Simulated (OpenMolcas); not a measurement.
**Levels of As3+ by method**

| Property | Result |
| --- | --- |
| Program | OpenMolcas |
| Basis | ANO-R2 [6s5p4d3f1g] |
| Scalar Hamiltonian | X2C, finite nucleus |
| Active space | 2 electrons in 4 orbitals (4s 4p) |
| State averaging | 2S+1 = 3 even, 3 roots; 2S+1 = 1 even, 7 roots; 2S+1 = 3 odd, 3 roots; 2S+1 = 1 odd, 3 roots |
| Spin-orbit coupling | state interaction with AMFI integrals over the reference wave functions, term energies averaged over their components |

Methods on the same reference wave functions:
A. CASSCF
B. SS-CASPT2, IPEA 0.25 Eh, imaginary shift 0.1 Eh (closed shells correlated: 3d)
C. MS-CASPT2, IPEA 0.25 Eh, imaginary shift 0.1 Eh (closed shells correlated: 3d)

Energies in cm-1 above 4s2 1S0, the measured ground level; measured values from Moore, Atomic Energy Levels, vol. II, NSRDS-NBS 35 (1971 reprint of NBS Circular 467, 1952).

```csv
Level,A,B,C,Measured
4s2 1S0,0.0,0.0,0.0,0.0
4s 4p 3P* 0,72158,74335,74569,
4s 4p 3P* 1,73175,75340,75574,76962
4s 4p 3P* 2,75330,77508,77741,79492
4s 4p 1P* 1,119626,111180,111414,112022
4p2 3P0,176246,177716,177947,
4p2 3P1,177469,179002,179236,181468
4p2 3P2 [74 %],179339,180187,180420,184394
4p2 1D2 [74 %],191118,183476,183710,
4p2 1S0,217174,208850,209318,211683
```

Deviations, from unrounded energies. A percentage is the sum of absolute deviations over the sum of measured energies, with the sign that they share, or ± where signs differ.

```json
{"Against measurement": "mean absolute deviation (cm-1)", "Levels": "6", "A": "5000", "B": "2300", "C": "2100"}
{"Against measurement": "other configurations (%)", "Levels": "6", "A": "±3.6", "B": "-1.6", "C": "-1.5"}
```

C lies closest to measurement on these levels and A furthest from it. The largest miss of C in the table is 4p2 3P2 [74 %], by -4000 cm-1. The ranking rests on the paired levels alone, and a cruder setting can come out closer through cancelling errors.

Between B and C the level of the table that moves most is 4p2 1S0, by 470 cm-1 (lowest in B, highest in C).

The lowest spin-free term lies below A's lowest term by 0.452 hartree in B, 0.453 hartree in C.

Over all roots computed the reference weight is 0.91 to 0.97 in B, 0.91 to 0.97 in C; the roots of lowest weight are the least certain, and an intruder state may touch them. The ¹D term of p² mixes with s d, which this space lacks. Measured partners are found by configuration, term and J. A level has none where our copy of the source lacks it or the pairing is in doubt (some pairs that miss far off the trend of their configuration count as doubtful), and it then counts in no deviation. Levels of configurations outside the active space are missing.

A share in square brackets marks a mixed level and gives the weight of the term that names it, the lowest over the columns. * marks odd parity.
